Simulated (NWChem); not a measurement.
## Basis-set convergence for F2Ge

```xyz
3

Ge     0.0000     0.0000    -0.4166
F      1.3203     0.0000     0.7406
F     -1.3203     0.0000     0.7406
```
Charge 0, spin multiplicity 1.

All runs are NWChem calculations. All single points use one geometry, from B3LYP/def2-SVP, a minimum by its harmonic frequencies.

Quantity: dipole moment at the level PBE.

The Hamiltonian is non-relativistic. The structure started from a generated list of species.

**Question.** In cc-pVQZ the value is 2.35 D. Among STO-3G, 3-21G, cc-pVDZ, pcseg-1, def2-SVP, pcseg-2, cc-pVTZ, def2-TZVPP, aug-cc-pVTZ, which is the smallest basis within 0.03 D of it?

**Answer.** pcseg-1, with 55 functions against 178 and about 4 % of the time (also within reach: def2-TZVPP). cc-pVQZ isn't the basis-set limit itself, and a small set can land close by cancellation.

| basis | functions | dipole moment (D) |
|---|---|---|
| STO-3G | 28 | 0.35 |
| 3-21G | 40 | 1.52 |
| cc-pVDZ | 55 | 2.10 |
| pcseg-1 | 55 | 2.34 |
| def2-SVP | 60 | 2.07 |
| pcseg-2 | 103 | 2.47 |
| cc-pVTZ | 103 | 2.23 |
| def2-TZVPP | 110 | 2.36 |
| aug-cc-pVTZ | 151 | 2.42 |
| cc-pVQZ | 178 | 2.35 |
